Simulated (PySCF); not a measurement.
Job file and geometry (Å, from PBE0-D3(BJ)/def2-SVP) of an NMR shielding run on H₂Na₂O₂, PySCF 2.14.0, density-fitted response routines, GIAO B3LYP/pcSseg-1 NMR shielding, non-relativistic, gas phase; density fitting, a coarse starting grid and PySCF grid level 2 are the driver's defaults:

```
{"job": {"kind": "nmr", "xc": "B3LYP", "basis": "pcSseg-1", "pop": false}, "charge": 0, "multiplicity": 1}
Na     0.666453    -0.965186    -0.755992
O      1.379031     0.556870     0.503550
Na    -0.666095     0.962196     0.759164
O     -1.379193    -0.560169    -0.499662
H      2.219220     0.910712     0.798566
H     -2.219416    -0.904433    -0.805617
```

**Question.** Write the output of this run.

**Answer.** 
```
coarse grid: 6664 points
cycle   1  E = -475.9321782044  dE =  1.595e-01  |g| = 1.418e+00  |ddm| = 1.720e+00
cycle   2  E = -471.6142152683  dE =  4.318e+00  |g| = 3.793e+00  |ddm| = 4.392e+00
cycle   3  E = -476.2734778420  dE = -4.659e+00  |g| = 3.814e-01  |ddm| = 4.185e+00
cycle   4  E = -476.3095143424  dE = -3.604e-02  |g| = 5.898e-02  |ddm| = 3.807e-01
cycle   5  E = -476.3102311946  dE = -7.169e-04  |g| = 6.666e-03  |ddm| = 5.745e-02
cycle   6  E = -476.3102423386  dE = -1.114e-05  |g| = 1.760e-03  |ddm| = 8.194e-03
cycle   7  E = -476.3102422358  dE =  1.028e-07  |g| = 2.048e-03  |ddm| = 2.367e-03
final grid: 55792 points
cycle   8  E = -476.3587507946  dE = -2.904e-05  |g| = 6.072e-03  |ddm| = 1.199e-02
cycle   9  E = -476.3587362202  dE =  1.457e-05  |g| = 1.087e-02  |ddm| = 1.010e-02
cycle  10  E = -476.3587570525  dE = -2.083e-05  |g| = 6.574e-04  |ddm| = 6.768e-03
cycle  11  E = -476.3587571223  dE = -6.977e-08  |g| = 1.192e-04  |ddm| = 4.175e-04
cycle  12  E = -476.3587571227  dE = -3.774e-10  |g| = 1.014e-04  |ddm| = 1.156e-04
cycle  13  E = -476.3587571245  dE = -1.800e-09  |g| = 1.176e-05  |ddm| = 6.488e-05
cycle  14  E = -476.3587571245  dE = -2.319e-11  |g| = 2.073e-06  |ddm| = 8.880e-06
converged SCF energy = -476.3587571245

GIAO shielding tensors (ppm)
atom      isotropic    diamagn.    paramagn.     s11        s22        s33       span
  0 Na     546.398     628.501     -82.103    501.364    544.044    593.787     92.423
  1 O      428.052     382.002      46.050    366.558    382.117    535.481    168.924
  2 Na     546.332     628.505     -82.173    501.265    543.957    593.775     92.510
  3 O      428.084     382.001      46.083    366.571    382.157    535.525    168.954
  4 H       34.660      31.515       3.145     25.250     26.511     52.220     26.971
  5 H       34.661      31.517       3.144     25.249     26.511     52.224     26.975
```

Size and cost of the density-fitted run: 76 basis functions, 2.5 s wall time on 1 thread of an Arm Neoverse V1, shared host.
